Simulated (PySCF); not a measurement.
C$_{3}$H$_{3}$N$_{2}$ (SMILES [c]1cnc[nH]1), doublet, at a GFN2-xTB geometry; PySCF with DF-PBE/def2-SVPD.

PySCF was given this input:
```python
from pyscf import gto, scf, dft

mol = gto.M(
    atom='''
C     0.27236014   -1.00195734    0.56516932
C     1.19099687   -0.19044326   -0.01759859
N     0.51940717    0.85249222   -0.56329251
C    -0.75970702    0.68408123   -0.32290162
N    -0.96357796   -0.45087572    0.37351811
H     2.25307636   -0.28200407   -0.07977545
H    -1.53106846    1.35703366   -0.63791490
H    -1.83471236   -0.83642890    0.69809648
''',
    basis='def2-svpd',
    spin=1,
    verbose=4,
)

mf = dft.UKS(mol)
mf.xc = 'pbe'
mf = mf.density_fit(auxbasis='def2-universal-jkfit')
mf.kernel()
```

Predict the main parts of the log of this PySCF run.


```
PySCF version 2.14.0

[INPUT] verbose = 4
[INPUT] num. atoms = 8
[INPUT] num. electrons = 35
[INPUT] charge = 0
[INPUT] spin (= nelec alpha-beta = 2S) = 1
[INPUT] symmetry False subgroup None
[INPUT] Mole.unit = angstrom
[INPUT] Symbol           X                Y                Z      unit          X                Y                Z       unit  Magmom
[INPUT]  1 C      0.272360140000  -1.001957340000   0.565169320000 AA    0.514686071848  -1.893424961098   1.068015228807 Bohr   0.0
[INPUT]  2 C      1.190996870000  -0.190443260000  -0.017598590000 AA    2.250657899514  -0.359885603669  -0.033256515279 Bohr   0.0
[INPUT]  3 N      0.519407170000   0.852492220000  -0.563292510000 AA    0.981537298435   1.610976819122  -1.064468571919 Bohr   0.0
[INPUT]  4 C     -0.759707020000   0.684081230000  -0.322901620000 AA   -1.435638202709   1.292726171656  -0.610195626978 Bohr   0.0
[INPUT]  5 N     -0.963577960000  -0.450875720000   0.373518110000 AA   -1.820898444067  -0.852031627016   0.705846930465 Bohr   0.0
[INPUT]  6 H      2.253076360000  -0.282004070000  -0.079775450000 AA    4.257697258132  -0.532910458313  -0.150753751964 Bohr   0.0
[INPUT]  7 H     -1.531068460000   1.357033660000  -0.637914900000 AA   -2.893300067360   2.564421959216  -1.205484451779 Bohr   0.0
[INPUT]  8 H     -1.834712360000  -0.836428900000   0.698096480000 AA   -3.467103877754  -1.580621543671   1.319211155723 Bohr   0.0

nuclear repulsion = 155.888556707255
number of shells = 52
number of NR pGTOs = 180
number of NR cGTOs = 124
basis = def2-svpd
ecp = {}

******** <class 'pyscf.df.df_jk.DFUKS'> ********
method = DFUKS
initial guess = minao
damping factor = 0
level_shift factor = 0
DIIS = <class 'pyscf.scf.diis.CDIIS'>
diis_start_cycle = 1
diis_space = 8
diis_damp = 0
SCF conv_tol = 1e-09
SCF conv_tol_grad = None
SCF max_cycles = 50
direct_scf = False
number electrons alpha = 18  beta = 17
XC library pyscf.dft.libxc version 7.1.2
    S. Lehtola, C. Steigemann, M. J. T. Oliveira, and M. A. L. Marques,  SoftwareX 7, 1–5 (2018)
XC functionals = pbe
    J. P. Perdew, K. Burke, and M. Ernzerhof,  Phys. Rev. Lett. 77, 3865 (1996)
    J. P. Perdew, K. Burke, and M. Ernzerhof,  Phys. Rev. Lett. 78, 1396 (1997)
    J. P. Perdew, K. Burke, and M. Ernzerhof,  Phys. Rev. Lett. 77, 3865 (1996)
    J. P. Perdew, K. Burke, and M. Ernzerhof,  Phys. Rev. Lett. 78, 1396 (1997)
radial grids:
    Treutler-Ahlrichs [JCP 102, 346 (1995); DOI:10.1063/1.469408] (M4) radial grids

becke partition: Becke, JCP 88, 2547 (1988); DOI:10.1063/1.454033
pruning grids: <function nwchem_prune>
grids dens level: 3
symmetrized grids: False
atomic radii adjust function: <function treutler_atomic_radii_adjust>
small_rho_cutoff = 0
Set gradient conv threshold to 3.16228e-05
tot grids = 99584
init E= -225.93720589609

cycle= 1 E= -225.055988934154  delta_E= 0.881  |g|= 0.294  |ddm|= 3.37
cycle= 2 E= -224.474687939298  delta_E= 0.581  |g|= 1.04  |ddm|= 2.34
cycle= 3 E= -225.074884280147  delta_E= -0.6  |g|= 0.234  |ddm|= 2.15
cycle= 4 E= -225.104065410871  delta_E= -0.0292  |g|= 0.0627  |ddm|= 0.426
cycle= 5 E= -225.104979219721  delta_E= -0.000914  |g|= 0.0482  |ddm|= 0.137
cycle= 6 E= -225.106189283445  delta_E= -0.00121  |g|= 0.0105  |ddm|= 0.0735
cycle= 7 E= -225.106226470114  delta_E= -3.72e-05  |g|= 0.00543  |ddm|= 0.0236
cycle= 8 E= -225.106240891427  delta_E= -1.44e-05  |g|= 0.00174  |ddm|= 0.0078
cycle= 9 E= -225.106242596764  delta_E= -1.71e-06  |g|= 0.000361  |ddm|= 0.00449
cycle= 10 E= -225.106242674318  delta_E= -7.76e-08  |g|= 0.000235  |ddm|= 0.000956
cycle= 11 E= -225.106242700383  delta_E= -2.61e-08  |g|= 6.31e-05  |ddm|= 0.000386
cycle= 12 E= -225.10624270259  delta_E= -2.21e-09  |g|= 2.79e-05  |ddm|= 0.000193
cycle= 13 E= -225.106242703332  delta_E= -7.42e-10  |g|= 9.94e-06  |ddm|= 9.74e-05
Extra cycle  E= -225.106242703185  delta_E= 1.47e-10  |g|= 1.95e-05  |ddm|= 4.59e-05
converged SCF energy = -225.106242703185  <S^2> = 0.75647116  2S+1 = 2.0064607
```
